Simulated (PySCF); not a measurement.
TiF and its ions

PW91; basis Ti def2-TZVPPD, F def2-TZVPPD; no relativity; PySCF 2.14. Neutral (UKS): quartet (σ ↑, δ ↑↑), Re = 1.773 Å, ωe = 699 cm⁻¹, HOMO -3.36 eV, LUMO -2.98 eV.

TiF⁻ (UKS): triplet (π ↑, δ ↑), Re = 1.851 Å, ωe = 571 cm⁻¹. The energies at the minima are -949.34693 hartree for TiF and -949.37283 for TiF⁻.

Problem. Work out the adiabatic electron affinity, without and with harmonic zero-point energies (1 hartree = 27.2114 eV, 1 eV = 8065.5 cm⁻¹), and the change of the bond length.

Solution. At PW91: 0.02590 hartree = 0.705 eV between the minima; the zero-point term (699.0 − 571.0)/2 cm⁻¹ = +0.008 eV makes it 0.713 eV. Re changes by +7.8 pm against the neutral. More than one orbital changes its filling between the two states.

De is left out where the level can put another filling of the metal’s s and d shells below the measured ground configuration, by anything from nothing to about 1 eV. The highest Kohn–Sham level is positive in this anion. Much of that is self-interaction error, but it also means that the finite basis helps to hold the extra electron. The state is the lowest single determinant that the PBE0 search found; with open d or f shells the true ground state can be another one.
